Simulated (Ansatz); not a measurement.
The same path of Cl$_{3}$H$_{6}$NOSiTi (13 atoms, charge 0, multiplicity 1) was run twice with different band settings. Lost on the way: N7–H13. Made: O2–H13.

Computed with RKS PBE/def2-SVP (Ansatz 0.2.0).

Relaxed end points:

```xyz
13
Properties=species:S:1:pos:R:3
Ti 0.025 -0.083 0.227
O -0.532 -0.123 1.945
H -1.209 0.534 2.202
Cl 1.979 0.917 -0.203
Cl -1.341 1.567 -0.394
Cl -0.737 -1.677 -1.156
N 1.284 -1.864 1.112
H 0.980 -2.661 0.533
Si 3.080 -1.804 1.316
H 3.538 -3.074 1.986
H 3.704 -1.711 -0.040
H 3.404 -0.639 2.198
H 0.800 -1.956 2.019
```

```xyz
13
Properties=species:S:1:pos:R:3
Ti 0.293 -0.500 -0.227
O 0.117 -0.661 2.094
H -0.113 0.266 2.322
Cl 0.497 -0.368 -2.418
Cl 0.033 1.674 0.330
Cl -1.457 -1.917 -0.033
N 1.958 -1.231 0.173
H 2.530 -1.386 -0.670
Si 2.755 -1.705 1.690
H 4.113 -2.223 1.293
H 2.944 -0.538 2.617
H 2.016 -2.804 2.398
H -0.712 -1.181 2.174
```

Common settings: climbing image yes; spring 5.0 eV/Å²; optimiser quadratic models (default); start path through a guess of the saddle point; force threshold 0.05 eV/Å; iteration limit 60; end points relaxed.

| run | movable images |
| --- | --- |
| 1 | 9 |
| 2 | 2 |

What does each run give, and how far can it be trusted?

Run 1: converged after 31 iterations, highest image 0.942 eV above the first end. The profile has 2 maxima (images 2, 7) with wells between them (image 3): this band takes more than one step, which may be the mechanism or a detour left from its start path. A structure lower than the first end lies on the path between it and the top, so the climb from that side starts below the end, which may itself be a saddle point or a shallow side well. A vibrational analysis at the climbing image gives one clearly imaginary mode, 53i cm⁻¹, and a faint second one (37i cm⁻¹) that may be numerical noise or a soft torsion: probably a first-order saddle point.
Run 2: converged after 32 iterations, highest image 1.023 eV above the first end. A structure lower than the first end lies on the path between it and the top, so the climb from that side starts below the end, which may itself be a saddle point or a shallow side well. The order of the point at the top wasn't checked. So few images can step over the top or miss a turn of the path.
The orbitals stay closed-shell, which can raise the energy where a bond breaks towards radicals; this wasn't checked here.
